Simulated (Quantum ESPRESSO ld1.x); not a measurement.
Question: Hg48+, configuration [Ar] 3d10 4s2 4p2 (the NIST ground configuration). Calculated with ld1.x of Quantum ESPRESSO 7.5: Dirac Kohn-Sham, PBE, spin-unpolarised, spherical densities, point nucleus; open shells are shared between the two j in proportion to 2j + 1.

Spin-orbit splittings of the eigenvalues, e(l+1/2) - e(l-1/2), with zeta = 2 splitting/(2l+1) and mean radii in bohr:

| shell | occ. | splitting (eV) | zeta (eV) | <r> j=l-1/2 | <r> j=l+1/2 |
|---|---|---|---|---|---|
| 2p | 6 | 1955 | 1303 | 0.05682 | 0.06546 |
| 3p | 6 | 450.4 | 300.3 | 0.1673 | 0.1821 |
| 3d | 10 | ? | ? | 0.1579 | 0.1624 |
| 4p | 2 | 151.3 | 100.9 | 0.3482 | 0.3692 |

Estimate the 3d splitting.

Answer: 97.90 eV (zeta = 39.16 eV).
